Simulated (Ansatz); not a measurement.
`[SiH3][O][Sn][Br]` + HCl → `[SiH3][O][Sn][Cl]` + HBr  (ligand exchange at the Sn–Br bond)

Program: Ansatz. Geometries: PBE0-D4/def2-TZVP. ΔE: electronic, gas phase. CCSD(T)/CBS is the MP2 limit (def2-TZVPP, def2-QZVPP) plus CCSD(T) − MP2 in def2-TZVPP, frozen cores. This one scheme is used for every species. Functionals use def2-TZVPP. def2 core potentials past Kr. For Br, Sn outer-core shells are correlated without core-valence functions, which leaves a few kJ/mol of doubt a bond. Scalar relativity is left out up to krypton. One conformer a species, not always the lowest.

```tsv
level	ΔE (kJ/mol)	difference from CCSD(T)/CBS
r2SCAN-D4	12.6	-2.3
B97M-V	7.9	-7.0
r2SCAN0-D4	14.0	-0.9
ωB97M-V	11.6	-3.3
BLYP	10.1	-4.8
r2SCAN	12.5	-2.4
r2SCAN0	13.9	-1.0
BHLYP	12.4	-2.5
CAM-B3LYP	9.7	-5.2
RPA@PBE/def2-TZVPP	10.9	-4.0
HF/def2-SVP	8.7	-6.2
HF/def2-TZVPP	13.5	-1.4
MP2/def2-TZVPP	13.9	-1.0
CCSD/def2-TZVPP	12.6	-2.3
CCSD(T)/def2-TZVPP	12.6	-2.3
MP2/CBS(def2)	16.2	1.3
CCSD(T)/CBS	14.9	0
```

Largest T1 diagnostic among the species: 0.015.

Leaving LDA and LC-ωPBE aside and taking each functional with its dispersion term where it has one, the values, not all of them listed here, spread over 6.9 kJ/mol, from B97M-V to BHLYP-D4.

CCSD(T)/CBS has its own doubt, a few kJ/mol and more with outer-core shells, so smaller differences from it don't rank the levels.
